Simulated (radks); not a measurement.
Results of a calculation; reference values are marked as such.
Q: All-electron atom: Zn4+ in [Ar] 3d8 (the NIST ground configuration). Level of theory: scalar-relativistic Kohn-Sham, r2SCAN, spin-polarised, spherical densities, finite nucleus; open shells are filled with parallel spins first; meta-GGA in the generalised Kohn-Sham scheme; Fermi nuclear charge, rms radius 3.9283 fm (a radial shooting solver on a logarithmic mesh with Libxc functionals). Some entries of the table are withheld. Estimate them.

orbital  occ.  eigenvalue (hartree)  <1/r> (bohr^-1)  <r^2> (bohr^2)
1s down     1             -353.5990            30.22        0.003407
1s up       1             -353.5987            30.22        0.003407
2s up       1             -45.51411            6.600         0.06025
2s down     1             -45.44361            6.607         0.06012
2p up       3             -39.71187            6.460         0.04824
2p down     3             -39.65887            6.466         0.04811
3s up       1              -7.37755            2.120          0.5175
3s down     1              -7.25197            2.111          0.5207
3p up       3              -5.61586            1.975          0.5667
3p down     3              -5.49071            1.965          0.5721
3d up       5                   (1)            1.673          0.7298
3d down     3                   (2)            1.655          0.7557
4s up       0              -1.78235           0.7200           3.849
4s down     0              -1.74741           0.7068           3.957
4p up       0              -1.39555           0.6259           4.986
4p down     0              -1.37043           0.6139           5.136

A: 
(1) 3d up eigenvalue (hartree): -2.76493
(2) 3d down eigenvalue (hartree): -2.64038
